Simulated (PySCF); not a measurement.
## Magnetic susceptibility: SMILES C/C(F)=P\c1ccncc1, C7H7FNP

Cartesian coordinates in Å; atom numbers follow the order of the lines, from 1:
```xyz
17

C     2.332    0.207    0.558
C     2.225   -0.360   -0.813
F     3.446   -0.571   -1.369
P     0.929   -0.847   -1.768
C    -0.468   -0.337   -0.692
C    -1.403   -1.276   -0.266
C    -2.482   -0.843    0.488
N    -2.683    0.423    0.811
C    -1.806    1.318    0.389
C    -0.689    0.998   -0.364
H     2.656    1.248    0.515
H     1.383    0.152    1.083
H     3.088   -0.348    1.113
H    -1.285   -2.321   -0.513
H    -3.227   -1.541    0.847
H    -2.015    2.343    0.667
H    -0.007    1.767   -0.697
```

Computed, not measured: GIAO PBE0/pcSseg-1 magnetisability, rotational g tensor and spin-rotation constants, non-relativistic, gas phase (PySCF 2.14.0). Geometry: GFN2-xTB.

Q: How diamagnetic is it, and how anisotropic?

A: Isotropic -1400 × 10⁻³⁰ J/T², or -84.3 × 10⁻⁶ cm³/mol; principal values -2073, -1075, -1053 × 10⁻³⁰ J/T², anisotropy 1010 × 10⁻³⁰ J/T² (root of half the summed squared differences of the principal values). The susceptibility is in cgs units.

Q: Split it along the inertial axes a, b, c into diamagnetic and paramagnetic parts about the centre of mass, with the quadrupole moment.

A: 
```
axis  χ (10⁻⁶ cm³/mol)  diamagnetic (10⁻⁶ cm³/mol)  paramagnetic (10⁻⁶ cm³/mol)  summed x² of all electrons (Å²)  quadrupole Θ (D Å)
   a             -67.8                      -560.0                        492.1                            380.9              -15.40
   b             -80.1                     -1800.4                       1720.3                             88.5               +9.79
   c            -105.1                     -1991.8                       1886.7                             43.4               +5.62
```
Anisotropies 2χaa − χbb − χcc = +49.6 and 2χbb − χaa − χcc = +12.6 × 10⁻⁶ cm³/mol. Θ is traceless in Buckingham's convention.

Q: And the rotational g tensor?

A: 
| axis | rotational constant (GHz) | g | nuclear part | electronic part |
| --- | --- | --- | --- | --- |
| a | 2.7968 | -0.0563 | 0.5903 | -0.6466 |
| b | 0.6631 | -0.0141 | 0.5218 | -0.5359 |
| c | 0.5995 | -0.0051 | 0.5263 | -0.5314 |

Asymmetric top; isotopes 12C, 19F, 1H, 14N, 31P; no vibrational averaging.
